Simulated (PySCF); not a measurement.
```xyz
4

F     -1.1262    -1.3053     0.0125
Ga     0.0001    -0.0001    -0.0006
F      1.6937    -0.3224     0.0024
F     -0.5676     1.6278    -0.0143
```

Charge 0, multiplicity 1.

### Question
Give the Mulliken and meta-Löwdin atomic charges from PySCF with PBE0-D4/def2-TZVP.

### Answer

```tsv
atom	Mulliken (e)	meta-Löwdin (e)
F1	-0.33	-0.48
Ga2	1.00	1.43
F3	-0.33	-0.48
F4	-0.33	-0.48
```
